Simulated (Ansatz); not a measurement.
A run for Ansatz (a first-principles code): U-CCSD(T)/cc-pVDZ on C2H6Se (SMILES CC[SeH]), a point of a bond scan (R = 0.872 Å). The run froze 16 orbitals, filled d shells among them.

Ansatz 0.2 input:
```yaml
crystal:
  periodic: [false, false, false]
  atoms:
    - {symbol: Se, position_ang: [-0.55498298, -0.21214087, 0.55361405]}
    - {symbol: H, position_ang: [-1.52607192, -0.05920117, -0.54272366]}
    - {symbol: C, position_ang: [1.03208518, -0.24790716, -0.62909867]}
    - {symbol: C, position_ang: [1.24880037, 1.03703812, -1.40772409]}
    - {symbol: H, position_ang: [0.93381648, -1.11104940, -1.28408602]}
    - {symbol: H, position_ang: [1.85619480, -0.44343878, 0.05686397]}
    - {symbol: H, position_ang: [1.32542627, 1.72103286, -0.87217830]}
    - {symbol: H, position_ang: [0.41578897, 1.23333108, -2.08443844]}
    - {symbol: H, position_ang: [2.15979709, 0.96633040, -2.00926490]}
basis:
  gaussian:
    orbitals: cc-pVDZ
correlation: {method: ccsd_t, electrons: outside_noble_gas}
scf: {omitted_lower_state_checks: [cluster_reference]}
magnetization: {spin_polarized: true, initial_magnetization: 0}
```

Program output:

```
WARN ansatz: RAYON_NUM_THREADS=1 ignored (pool sized by the plan → 1); use --threads N
Functional definition: HF
these checks for a lower state are left out or cut short: cluster_reference
integrals: 0.13 GiB planned
847 factors; integrals over basis functions are off by at most 9.1e-4 eV
mean field: 0.41 GiB planned
mean field evaluation 1: about -67454.9771 eV, gradient 1.7e1 eV
mean field evaluation 2: about -67455.0621 eV, gradient 1.7e1 eV
mean field evaluation 4: about -67456.7738 eV, gradient 1.8e0 eV
mean field evaluation 8: about -67456.7966 eV, gradient 1.0e-1 eV
mean field -67456.79665960 eV, -2478.9915533813 hartree, gradient 3.6e-6 eV, S^2 0.000000; 0 other end points of the search recorded, 0 dependent functions left out
16 core orbitals not correlated
reference -67456.79665960 eV, -2478.9915533813 hartree; 10, 10 occupied and 59, 59 virtual orbitals, 847 factors
second order -11.15921809 eV of doubles, -0.00000000 eV of singles
coupled cluster: 0.38 GiB planned
cycle   1  -12.02743389 eV  change   -8.7e-1 eV  update   7.1e-2
cycle   2  -12.36664403 eV  change   -3.4e-1 eV  update   2.2e-2
cycle   3  -12.40911870 eV  change   -4.2e-2 eV  update   6.9e-3
cycle   4  -12.40972068 eV  change   -6.0e-4 eV  update   1.9e-3
cycle   5  -12.40958398 eV  change    1.4e-4 eV  update   5.7e-4
cycle   6  -12.40950648 eV  change    7.7e-5 eV  update   1.9e-4
cycle   7  -12.40951127 eV  change   -4.8e-6 eV  update   6.0e-5
cycle   8  -12.40950958 eV  change    1.7e-6 eV  update   2.0e-5
perturbative correction -0.34269294 eV, -0.0125937334 hartree
Total energy: -67469.54886213 eV, -2479.4601881803 hartree
Checks for a lower state left out: cluster_reference
```

The run converged.

Cost: about 11 core-seconds (a rough figure).
